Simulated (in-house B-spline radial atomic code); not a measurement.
**OLYP excitations of Ba8+**

Method: OLYP. Computed with a B-spline radial code for spherical atoms: linear response of the closed shell [Kr] 4d10 5s2 with the functional's adiabatic kernel; scalar-relativistic (spin-free one-electron X2C), finite nucleus, no spin-orbit coupling, no double excitations, S, P, D and F terms only; shells from n = 3 respond. Only terms of natural parity with L up to 3 were computed.

Spin-orbit coupling is strong here, so these LS terms don't match observed levels.

Command:
```bash
python run_td.py task.json out
```
Settings (radii: box in bohr, nucleus in fm):
```
Z                        56
electrons                48
configuration            [Kr] 4d10 5s2
hamiltonian              x2c
method                   optx,lyp
box_radius               11.59
rms_radius               4.8378
intervals                69
```

Run time, properties included: 1.3 s on 1 thread of Intel(R) Xeon(R) Platinum 8375C CPU @ 2.90GHz (Ice Lake) (shared host).

The lowest states, in the order of their Tamm-Dancoff energies; the method's threshold (minus the highest occupied level) is 124.05 eV. Labels give the largest channel, * marks a mixed state, and oscillator strengths are full-response dipole values. Semilocal kernels can invert the small singlet-triplet splittings of Rydberg terms. Energies in eV:

| state | full response | Tamm-Dancoff | oscillator strength |
| --- | --- | --- | --- |
| 5s → 5p 3P | ? | ? | - |
| 5s → 5p 1P | 21.777 | 22.447 | 1.56 |
| 5s → 4f 3F | 26.804 | 26.897 | - |
| 5s → 4f 1F | 28.027 | 28.038 | - |
| 5s → 5d 3D | 43.39 | 43.47 | - |
| 5s → 5d 1D | 45.80 | 45.86 | - |
| 5s → 6s 3S | 58.28 | 58.30 | - |
| 5s → 6s 1S | 59.68 | 59.77 | - |
| 5s → 6p 3P | 65.85 | 65.87 | - |
| 5s → 6p 1P | 66.54 | 66.58 | 0.152 |
| 5s → 5f 3F | 70.53 | 70.55 | - |
| 5s → 5f 1F | 71.24 | 71.26 | - |
| 5s → 6d 3D | ? | ? | - |
| 5s → 6d 1D | 78.11 | 78.13 | - |
| 5s → 7s 3S | 84.75 | 84.76 | - |
| 5s → 7s 1S | 85.19 | 85.22 | - |
| 4d → 5p 3P | 86.62 | 86.66 | - |
| 4d → 5p 3F | 86.89 | 86.92 | - |
| 4d → 5p 1F | 87.56 | 87.57 | - |

**Question.** Where does 5s → 5p 3P lie?

**Answer.** At 16.270 eV in full response, 16.492 eV in Tamm-Dancoff.

**Question.** Where does 5s → 6d 3D lie?

**Answer.** At 77.57 eV in full response, 77.58 eV in Tamm-Dancoff.

**Question.** How large is the singlet-triplet splitting of 5s → 5p (P terms) in Tamm-Dancoff?

**Answer.** 5.96 eV, from the unrounded values.

**Question.** What polarisabilities and dispersion coefficient does the method give?

**Answer.** Dipole 3.111 bohr³, quadrupole 3.801 bohr⁵, C6 8.373 hartree·bohr⁶ for two such species.
